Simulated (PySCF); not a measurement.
## Substituent chemical shifts

Parent skeleton `[CH3:1][SiH2:2][O:3][CH:4]=[CH:5][F:6]`; one hydrogen on atom 1 is replaced by X. Hydrogens on one atom are averaged.

PySCF 2.14 calculation with GFN2-xTB geometry and shielding tensors at PBE0/pcSseg-1 (GIAO); a single conformation, no solvent, relativity neglected, fast rotation and ring inversion assumed for equivalent nuclei.

δ = σ(ref) − σ, references computed at the same level: TMS for $^{13}$C (186.93 ppm), $^{29}$Si (349.16 ppm), $^{1}$H (31.72 ppm); $^{17}$O (336.08 ppm) vs H2O; CFCl3 for $^{19}$F (170.95 ppm).

Parent (X = H): C1 -2.7, Si2 -12.7, O3 60.7, C4 138.6, C5 153.5, F6 -189.6, H(C1) 0.35, H(Si2) 5.06, H(C4) 7.04 ppm. Effects are Δδ = δ(X) − δ(H), positive for deshielding.

Known members:
```json
{"X": "C2H5", "C1": "+23.0", "Si2": "+0.3", "O3": "-2.6", "C4": "+0.4", "C5": "+0.0", "F6": "+0.3", "H(C1)": "+0.29", "H(Si2)": "-0.04", "H(C4)": "+0.02"}
{"X": "ethynyl", "C1": "+7.2", "Si2": "-11.7", "O3": "+2.8", "C4": "+3.0", "C5": "-5.8", "F6": "-2.6", "H(C1)": "+1.86", "H(Si2)": "-0.11", "H(C4)": "+0.08"}
```

Four more derivatives gave (Δδ, ppm):
| compound | C1 | Si2 | O3 | C4 | C5 | F6 | H(C1) | H(Si2) | H(C4) |
| --- | --- | --- | --- | --- | --- | --- | --- | --- | --- |
| 1 | +59.6 | -5.6 | +13.6 | -4.3 | -9.1 | +1.6 | +3.73 | +0.38 | -1.20 |
| 2 | +18.3 | +2.8 | +20.9 | -4.1 | -9.4 | +7.6 | +0.53 | +0.10 | -1.07 |
| 3 | +8.8 | -4.0 | +24.8 | -4.4 | -9.6 | +1.1 | +1.72 | +0.07 | -1.23 |
| 4 | +68.4 | +1.1 | +12.2 | -4.2 | -9.3 | +1.7 | +3.41 | +0.49 | -1.23 |

Problem. Their substituents are CH2SiH3, OCH3, OSiH3, propynyl. Which is which?

Solution. 1: X = OSiH3 (F/C=C\O[SiH2]CO[SiH3]); 2: X = CH2SiH3 (F/C=C\O[SiH2]CC[SiH3]); 3: X = propynyl (CC#CC[SiH2]O/C=C\F); 4: X = OCH3 (COC[SiH2]O/C=C\F).

Unscaled 19F shifts against computed CFCl3 carry errors that often reach 10 to 50 ppm. Experimental scales use liquid or dissolved standards, which lie at an offset from isolated H2O (liquid H2O: subtract about 36 ppm).
